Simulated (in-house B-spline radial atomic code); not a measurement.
How numerical settings move a run on the indium ion In⁺, [Kr] 4d10 5s2. Computed with a B-spline radial code for spherical atoms: non-relativistic Hartree-Fock, spin-polarised, averaged over the determinants with the given up and down occupations, point nucleus.

Command:
```bash
python run_scf.py task.json out
```
Settings of the sound reference run:
```
Z                49
electrons        48
configuration    [Kr] 4d10 5s2
hamiltonian      nr
method           hf
spin_polarised   True
knot_spacing     0.22
spline_order     8
gauss_points     12
box_radius       35.29
max_iterations   70
damping          0.5
damped_steps     3
diis_vectors     10
tolerance        1e-08
start            Thomas-Fermi
```

Cost of the run: 0.28 s on 1 thread of Intel(R) Xeon(R) Platinum 8375C CPU @ 2.90GHz, with other jobs on the host.

It converges in 11 iterations to -5739.978392 hartree, with 5s up at -16.5188 eV. The other runs change the listed settings, some to values that make no sense; their results aren't properties of the atom or ion. Radii are in bohr (the nuclear one in fm), a minus after a letter asks for a j subshell, and «unchanged» means within 1e-8 hartree. The run stops when the residual is below 10 × tolerance × max(1, Z/10), or a noise floor if that is larger, and the energy moves by less than 1e-8 × √|E| hartree; so very loose and very tight tolerances often act alike.

| changed settings | outcome |
| --- | --- |
| diis_vectors = 2 | converged in 12 iterations, energy unchanged, 5s up level +5.0e-06 eV |
| electrons = 49, configuration = [Kr] 4d10 5s2 2f1, max_iterations = 75 | stopped with error: there is no 2f shell |
| diis_vectors = 1 | converged in 28 iterations, energy unchanged, 5s up level +4.9e-06 eV |
| diis_vectors = 4 | converged in 11 iterations, energy unchanged, 5s up level +1.5e-06 eV |
| diis_vectors = 0 | converged in 26 iterations, energy unchanged, 5s up level +3.2e-06 eV |
| gauss_points = 16, max_iterations = 75, damped_steps = 1, start = bare nucleus | converged in 12 iterations, energy unchanged, 5s up level -3.1e-06 eV |
| electrons = 51, configuration = [Kr] 4d10 5s2 6s3, max_iterations = 60 | stopped with error: shell 6s holds at most 1 electrons (per spin) |
| diis_vectors = 20 | converged in 11 iterations, energy unchanged |
| knot_spacing = 0.55, spline_order = 6, first_knot = 0.0204, max_iterations = 8 | not converged after 8 iterations, last residual 5.4e-05, last energy +6.39e-01 hartree from the reference |
| gauss_points = 4 | converged in 11 iterations, energy -9.53e-07 hartree from the reference |
| gauss_points = 5 | converged in 11 iterations, energy -1.77e-08 hartree from the reference |

(1) What happens with max_iterations = 75, damping = 0.8, diis_vectors = 1, tolerance = 0.0001?

(2) What happens with knot_spacing = 0.3, max_iterations = 50, damped_steps = 30, diis_vectors = 20, tolerance = 0.0001?

(3) What happens with gauss_points = 6, max_iterations = 60, damped_steps = 1, tolerance = 0.001?

(4) What happens with gauss_points = 3?

## Answers

(1) Converged in 21 iterations, energy +3.09e-07 hartree from the reference, 5s up level -1.3e-03 eV.

(2) Converged in 13 iterations, energy +2.12e-05 hartree from the reference, 5s up level +6.3e-04 eV.

(3) Converged in 8 iterations, energy unchanged, 5s up level +4.4e-05 eV.

(4) Converged in 10 iterations, energy -1.00e+06 hartree from the reference, 5s up level -9.9e+01 eV.
